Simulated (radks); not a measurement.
Values are calculated unless marked as measured or tabulated.
Species: Hg61+. Configuration: [Ar] 3d1 (the NIST ground configuration). Level of theory: scalar-relativistic Kohn-Sham, exchange-only B88, spin-polarised, spherical densities, finite nucleus; open shells are filled with parallel spins first (spin-orbit coupling, left out, can overturn this in heavy ions); Fermi nuclear charge, rms radius 5.4648 fm (a radial shooting solver on a logarithmic mesh with Libxc functionals).

Unscreened Slater integrals over Kohn-Sham orbitals (cm^-1). They are taken over the spin-up orbitals.

integral     value
F0(3d,3d)  1323500
F2(3d,3d)   686520
F4(3d,3d)   444730
F0(3d,3p)  1224700
F2(3d,3p)   586690
G1(3d,3p)   616570
G3(3d,3p)   415990
F0(3d,3s)  1218800
G2(3d,3s)   484220
F0(3d,2p)  1669500
F2(3d,2p)   514590
G1(3d,2p)   488740
G3(3d,2p)   281810
F0(3p,3p)  1168600
F2(3p,3p)   583110
F0(3p,3s)  1161500
G1(3p,3s)   754180
F0(3p,2p)  1548200
F2(3p,2p)   398670
G0(3p,2p)   160380
G2(3p,2p)   177380
F0(3s,3s)  1157500
F0(3s,2p)  1513300
G1(3s,2p)   158790
F0(2p,2p)  3189900
F2(2p,2p)  1505700

Derived for the open shells (J is the average intra-shell exchange parameter used in DFT+U). 3d: Racah B = F2/49 - 5 F4/441 = 8968 cm^-1, C = 35 F4/441 = 35300 cm^-1, C/B = 3.94, F4/F2 = 0.648, J = (F2 + F4)/14 = 80800 cm^-1.
